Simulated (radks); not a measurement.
Results of a calculation; reference values are marked as such.
Isoelectronic series with 27 electrons, all held in the configuration [Ar] 3d7 4s2, which need not be the ground one along the series. Level of theory: Dirac Kohn-Sham, BLYP, spin-unpolarised, spherical densities, point nucleus; open shells fill j = l - 1/2 first (a radial shooting solver on a logarithmic mesh with Libxc functionals). Total energies (hartree) and orbital eigenvalues (hartree):

Co: E (hartree) -1393.52467; 4s1/2 -0.19888; 3d5/2 -0.29410; 3d3/2 -0.30117; 3p3/2 -2.38045
Ni+: E (hartree) -1520.35183; 4s1/2 -0.55064; 3d5/2 -0.87332; 3d3/2 -0.88303; 3p3/2 -3.17220
Cu2+: E (hartree) -1653.32312; 4s1/2 -0.99289; 3d5/2 -1.61424; 3d3/2 -1.62713; 3p3/2 -4.13050
Zn3+: E (hartree) -1792.42391; 4s1/2 -1.51561; 3d5/2 -2.49728; 3d3/2 -2.51399; 3p3/2 -5.23327
Ga4+: E (hartree) -1937.65372; 4s1/2 -2.11376; 3d5/2 -3.51230; 3d3/2 -3.53353; 3p3/2 -6.46934
Ge5+: E (hartree) -2089.01995; 4s1/2 -2.78445; 3d5/2 -4.65335; 3d3/2 -4.67987; 3p3/2 -7.83238
As6+: E (hartree) -2246.53503; 4s1/2 -3.52588; 3d5/2 -5.91665; 3d3/2 -5.94934; 3p3/2 -9.31850
Se7+: E (hartree) -2410.21492; 4s1/2 -4.33688; 3d5/2 -7.29968; 3d3/2 -7.33948; 3p3/2 -10.92517
Br8+: E (hartree) -2580.07827; 4s1/2 -5.21667; 3d5/2 -8.80061; 3d3/2 -8.84858; 3p3/2 -12.65064
Kr9+: E (hartree) -2756.14597; 4s1/2 -6.16473; 3d5/2 -10.41813; 3d3/2 -10.47539; 3p3/2 -14.49371
Rb10+: E (hartree) -2938.44079; 4s1/2 -7.18071; 3d5/2 -12.15122; 3d3/2 -12.21902; 3p3/2 -16.45347
Sr11+: E (hartree) -3126.98721; 4s1/2 -8.26441; 3d5/2 -13.99911; 3d3/2 -14.07878; 3p3/2 -18.52930
Zr13+: E (hartree) -3522.94064; 4s1/2 -10.63456; 3d5/2 -18.03688; 3d3/2 -18.14476; 3p3/2 -23.02736
Nb14+: E (hartree) -3730.40423; 4s1/2 -11.92101; 3d5/2 -20.22585; 3d3/2 -20.35030; 3p3/2 -25.44898
